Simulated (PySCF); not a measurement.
**Solvent effects on NMR parameters**

Atom-mapped SMILES (the numbers label the heavy atoms): `[CH2:1]=[CH:2][CH2:3][C:4](=[O:5])[O:6][CH:7]=[CH2:8]`; H(Xn) means a hydrogen on atom n. Ha(C1) is cis to C3; Ha(C8) is cis to O6; Hb(C1) is trans to C3; Hb(C8) is trans to O6.

GIAO PBE0/pcSseg-1 in PySCF 2.14.0 with density-fitted response routines on one PBE0-D3(BJ)/def2-SVP conformer, non-relativistic, equivalent nuclei averaged. Solvents enter as an IEF-PCM continuum (dichloromethane with ε = 8.9, acetonitrile with ε = 35.7) around the gas-phase geometry. Shifts are referred to TMS computed in the same medium.

In dichloromethane, δ in ppm: C4 175.2, C7 148.5, C2 141.0, C1 127.4, C8 102.5, C3 41.2, H(C7) 7.78, H(C2) 6.33, Hb(C1) 5.60, Ha(C1) 5.54, Ha(C8) 5.23, Hb(C8) 4.97, H(C3) 3.30. Dipole moment 2.14 D.

Problem. How does each δ change in the more polar medium?

Solution. 
```tsv
atoms	environment	Δδ, acetonitrile
C4	ester carbonyl carbon	+0.6
C7	alkene carbon bearing oxygen	+0.1
C2	alkene CH	+0.2
C1	terminal =CH2 carbon	+0.3
C8	β carbon of an enol-ether or enamine type C=C	+0.3
C3	sp3 CH2 α to a carbonyl	+0.1
H(C7)	hydrogen on an alkene carbon bearing oxygen	0.00
H(C2)	hydrogen on an alkene CH	0.00
Hb(C1)	hydrogen on a terminal =CH2 carbon	+0.02
Ha(C1)	hydrogen on a terminal =CH2 carbon	+0.03
Ha(C8)	hydrogen on a β carbon of an enol-ether or enamine type C=C	+0.02
Hb(C8)	hydrogen on a β carbon of an enol-ether or enamine type C=C	+0.04
H(C3)	hydrogen on an sp3 CH2 α to a carbonyl	+0.04
```

Changes are relative to dichloromethane. The dipole moment becomes 2.23 D in acetonitrile.

Problem. Which nuclei move most (in ppm), and what does the model miss?

Solution. C4 (ester carbonyl carbon, +0.6 ppm) in acetonitrile. A continuum only polarises the solute; specific hydrogen bonds, the anisotropy of aromatic solvents and changes of geometry or conformer are outside it.
